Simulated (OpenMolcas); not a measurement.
Hf2+.

* Program: OpenMolcas
* Basis: ANO-RCC-VQZP [9s8p6d4f3g2h]
* Scalar Hamiltonian: DKH2, point nucleus
* Active space: 2 electrons in 5 orbitals (5d)
* State averaging: 2S+1 = 3 even, 10 roots; 2S+1 = 1 even, 15 roots
* Spin-orbit coupling: state interaction with AMFI integrals over the reference wave functions, term energies averaged over their components

Two sets of levels on these reference wave functions, in eV above 5d² ³F₂: one from CASSCF and one from SS-CASPT2, IPEA 0.25 Eh, imaginary shift 0.1 Eh (closed shells correlated: 5s 5p).

```csv
Level,Set 1,Set 2
5d² ³F₂,0.0000,0.0000
5d² ³F₃,0.424,0.389
5d² ³F₄,0.802,0.778
5d² ¹D₂ [62 %],1.016,1.367
5d² ³P₀,1.203,1.372
5d² ³P₁,1.446,1.566
5d² ³P₂ [66 %],1.792,1.993
5d² ¹G₄,1.825,2.084
5d² ¹S₀,3.258,4.436
```

Problem. Which set is which?

Solution. Set 1 is SS-CASPT2. Its levels of the other terms of 5d² lie at 0.73 to 0.92 of the other set's values, as expected, since terms of lower spin or lower L gain more correlation energy than the Hund ground term.

CASPT2 does not keep the components of a term degenerate, so their means are used; among the terms shown or strongly mixed into the levels shown the widest spread is 660 cm-1 (5d² ¹G, SS-CASPT2). Configurations with an s electron lie low in 5d ions of this charge, fall among these levels and mix in, so low-spin terms can stand far too high, up to twice their true height, and weights are not those of the real levels. Without dynamic correlation excited terms often stand tens of per cent too high (terms of higher spin than the ground term too low), and those without a measured partner can miss by more than the paired ones (holds for CASSCF). Levels of configurations outside the active space are missing.

A share in square brackets marks a mixed level and gives the weight of the term that names it, the lowest over the columns.
